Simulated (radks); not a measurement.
Coulomb parameter of the 3d shell of the cobalt ion Co2+ in the model configuration [Ar] 3d6 4s1, as a second difference U = [E(n + 1) + E(n - 1) - 2 E(n)] / (1)^2 with all orbitals relaxed. "Bare": the charge of the atom changes with n. "Screened": the 4s shell takes up the change at fixed total charge, which measures U(3d,3d) + U(4s,4s) - 2 U(3d,4s). Method: scalar-relativistic Kohn-Sham, r2SCAN, spin-unpolarised, spherical densities, finite nucleus; meta-GGA in the generalised Kohn-Sham scheme; Fermi nuclear charge, rms radius 3.7875 fm; computed with a radial shooting solver on a logarithmic mesh with Libxc functionals.

[
 {"case": "start", "configuration": "[Ar] 3d6 4s1", "E - E(n) (eV)": "0.000"},
 {"case": "bare +1", "configuration": "[Ar] 3d7 4s1", "E - E(n) (eV)": "-25.086"},
 {"case": "bare -1", "configuration": "[Ar] 3d5 4s1", "E - E(n) (eV)": "43.102"},
 {"case": "screened +1", "configuration": "[Ar] 3d7", "E - E(n) (eV)": "-8.749"},
 {"case": "screened -1", "configuration": "[Ar] 3d5 4s2", "E - E(n) (eV)": "12.866"}
]

U(bare) = 18.016 eV, U(screened by 4s) = 4.117 eV, against the Slater integral F0(3d,3d) = 26.345 eV with frozen orbitals.
